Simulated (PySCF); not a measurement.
IIn, charge +1, multiplicity 2. Atoms are numbered in the order given.

```xyz
2

In     0.0000     0.0000    -1.7271
I      0.0000     0.0000     1.5968
```
Charge +1, spin multiplicity 2.

Geometry: PBE0-D3(BJ)/def2-TZVP. The spin state was assumed, not searched. The def2 effective core potentials stand for the cores of I, In; spin–orbit coupling is left out.

Computed with PySCF with C-PCM-ωB97X/def2-SVP.

The values are the electrostatic part of the solvation free energy, E(continuum) − E(gas) at the gas-phase geometry, in a cavity of scaled van der Waals radii (PySCF's table); cavitation and dispersion terms are not included. A continuum can't describe solvent molecules that bind to the metal.

| solvent | ε | ΔG(elec) (kcal/mol) |
|---|---|---|
| water | 78.36 | -64.3 |
| dichloromethane | 8.93 | -57.7 |
| chloroform | 4.71 | -51.0 |
